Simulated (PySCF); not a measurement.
# Stationary points of SiSe₂⁻

Computed with B3LYP/[Si def2-SVPD, Se def2-SVPD], no relativity, density fitting, PySCF.

Relaxations began from a few typed shapes; open shells are unrestricted. The search is not exhaustive: other isomers or separated fragments can lie lower, and high-lying points may rest on an excited occupation.

| spin | group | bonds | angles | imaginary modes (cm⁻¹) | ΔE (kJ/mol) | ΔE with ZPE (kJ/mol) |
| --- | --- | --- | --- | --- | --- | --- |
| doublet | C2v | Si–Se 2.184 Å (×2) | Se–Si–Se 132.8° | none | 0.0 | 0.0 |
| doublet | D∞h | Si–Se 2.226 Å (×2) | Se–Si–Se 180.0° | 348i, 348i | 74.0 | – |

The lowest minimum found is the doublet C2v: Si–Se 2.184 Å (×2); Se–Si–Se 132.8°.

For the lowest minimum: the lowest empty level of this anion is unbound, so it and the gap depend on the basis.
